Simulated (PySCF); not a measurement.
Si(Cl)(NH2) (ClH₂NSi), SMILES [Si](N)Cl (connectivity only; charge and spin as stated), neutral, multiplicity 1. The structure is a stationary point at B3LYP-D3(BJ)/def2-TZVP. Other conformers were not sampled.

TDA-M06-2X/def2-SVPD (PySCF 2.14.0) puts the lowest singlet excitations at 4.81, 6.24, 6.50, 6.78, 7.00, 7.36 eV.

**Question.** What are the lowest excitation roots from ADC(2)/aug-cc-pVDZ run with PySCF? (Estimate from the structure and the level; the computed values follow.)

**Answer.** 4.78, 5.93, 6.40, 6.68, 6.69, 6.88 eV. S1 differs by -0.02 eV (second minus first; roots are paired by order, and the bases may differ).
